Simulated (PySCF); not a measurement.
Compound: C8H10O2S.
Numbering: `[CH3:1][CH2:2][S:3](=[O:4])(=[O:5])[c:6]1[cH:7][cH:8][cH:9][cH:10][cH:11]1`

Definitions: NICS(0) = −σiso at the ring centroid; NICS(1) = −σiso and NICS(1)zz = −σzz at ±1 Å along the ring normal z. Level: GIAO PBE0/pcSseg-1 (PySCF, non-relativistic, gas phase) on the PBE0-D3(BJ)/def2-SVP geometry, one conformer.

Ring bond lengths (Å), with Mayer bond orders in brackets: C6–C7 1.394 (1.37), C7–C8 1.393 (1.42), C8–C9 1.395 (1.43), C9–C10 1.395 (1.43), C10–C11 1.393 (1.42), C11–C6 1.393 (1.38).

Task: Give the NICS values of each ring in ppm.

Result: 
```json
{"ring": "C6–C7–C8–C9–C10–C11", "type": "6-membered carbocycle; formal bonds all aromatic", "NICS(0)": "-9.3", "NICS(1), two faces": "-11.8 / -11.6", "NICS(1)zz, two faces": "-29.3 / -28.3", "rms pucker (Å)": "0.00", "centre to ring atoms, mean (Å)": "1.39"}
```

Task: What do they say, and how far can they be read as aromaticity?

Result: 
- C6–C7–C8–C9–C10–C11: mean NICS(1)zz -28.8 ppm, shielded. The ring is flat and has no four-coordinate atom; by the NICS criterion it is aromatic.

Task: And the bond-length index? HOMA = 1 − mean of α(R − Ropt)² over the ring bonds, with Krygowski's 1993 parameters (CC: Ropt 1.388 Å, α 257.7 Å⁻²).

Result: 
- C6–C7–C8–C9–C10–C11: HOMA 0.99 = 1 − EN − GEO, with mean bond length 1.394 Å, EN = α(Ropt − mean)² = 0.009 and GEO = α × variance = 0.000. The geometric and the magnetic index point the same way.

Task: What is the mean of the two in-plane components of NICS at the second NICS(1) probe listed for ring C6–C7–C8–C9–C10–C11, 1 Å off the ring?

Result: The isotropic value is a third of the trace: (3 × -11.6 − (-28.3))/2 = -3.2 ppm.

Task: Give the inner angles of the rings and the Hirshfeld charges of the ring atoms.

Result: 
- C6–C7–C8–C9–C10–C11: C6 122.0° (-0.032 e), C7 118.7° (-0.039 e), C8 120.0° (-0.039 e), C9 120.5° (-0.033 e), C10 120.0° (-0.039 e), C11 118.7° (-0.039 e); sum 720.0° against 720° for a flat convex ring.

Task: What are the shieldings of the ring atoms and their hydrogens in the same run (means over atoms taken as equivalent)?

Result: 
| atoms | environment | σ isotropic (ppm) | principal values of the symmetric part, first atom (ppm) |
| --- | --- | --- | --- |
| C6 | substituted aromatic carbon | 36.2 | -42.5, 17.9, 133.0 |
| C7 (×2) | aromatic CH carbon | 50.3 | -53.4, 25.3, 178.5 |
| C8 (×2) | aromatic CH carbon | 50.1 | -58.5, 32.8, 175.8 |
| C9 | aromatic CH carbon | 45.7 | -66.6, 27.4, 176.4 |
| H on C7 (×2) | aromatic hydrogen | 23.17 | 18.7, 21.8, 29.0 |
| H on C8 (×2) | aromatic hydrogen | 23.62 | 19.9, 24.2, 26.7 |
| H on C9 | aromatic hydrogen | 23.57 | 20.2, 24.2, 26.3 |

Task: How do the values depend on the level or the medium?

Result: 
```tsv
level	NICS(0), C6–C7–C8–C9–C10–C11	mean NICS(1)zz, C6–C7–C8–C9–C10–C11
PBE0/pcSseg-1, gas	-9.3	-28.8
wB97X-D/pcSseg-2, gas	-9.1	-29.1
```

The geometry is the same throughout.

Time: 32 s wall, 75 s CPU; peak memory 2.0 GiB. Hardware: 2 threads, Intel Xeon at 2.60 GHz (x86_64), no GPU (shared host). This is the whole shielding run at PBE0/pcSseg-1, SCF included.

Conformer computed: `[CH3:1][CH2:2][S:3](=[O:4])(=[O:5])[c:6]1[cH:7][cH:8][cH:9][cH:10][cH:11]1`: C1–C2–S3–O4 66°, C2–S3–C6–C7 89°.
